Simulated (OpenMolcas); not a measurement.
## A ladder of methods for GeH3Br (SMILES [GeH3][Br])

The species is GeH3Br (5 atoms), meant as a singlet with charge 0. As SMILES, `[GeH3][Br]`. The shape is that of a PBE0-D4/def2-TZVP optimisation.

Quantity: the dipole moment, in D. The values are calculated.

```tsv
level	kind	program	value (D)	CPU time
HF/aug-cc-pVDZ	Hartree–Fock	OpenMolcas	2.19	14 s
BLYP/aug-cc-pVDZ	GGA	OpenMolcas	1.83	30 s
PBE/aug-cc-pVDZ	GGA	OpenMolcas	?	32 s
revPBE/aug-cc-pVDZ	GGA	OpenMolcas	1.83	33 s
M06-L/aug-cc-pVDZ	meta-GGA	OpenMolcas	1.98	43 s
TPSS/aug-cc-pVDZ	meta-GGA	OpenMolcas	1.86	42 s
B3LYP/aug-cc-pVDZ	global hybrid	OpenMolcas	1.93	31 s
PBE0/aug-cc-pVDZ	global hybrid	OpenMolcas	1.96	30 s
```

Question: Estimate what the levels marked ? give.

Answer: As computed at these levels: PBE/aug-cc-pVDZ: 1.84 D. All-electron rows without a relativistic Hamiltonian named are non-relativistic. The values span 1.83 to 2.19 D. CPU times are rough (shared hosts, several kinds of processor): they show what a rung costs within a factor of a few.
